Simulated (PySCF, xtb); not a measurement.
In(H)(Br)(OH) (BrH₂InO), SMILES [Br][InH][OH].

GFN2-xTB in xtb at its own geometry gives an orbital gap of 3.56 eV and a dipole moment of 5.59 D.

The structure is a stationary point at B3LYP-D3(BJ)/def2-SVP. The def2 effective core potentials stand for the cores of In; spin–orbit coupling is left out. One conformer was computed; it need not be the lowest.

What does ωB97X/def2-TZVPD (PySCF) give? (The exact figures need the calculation; the answer reports its results.)

gap 10.55 eV (levels -10.51 and 0.04 eV), dipole 3.61 D.
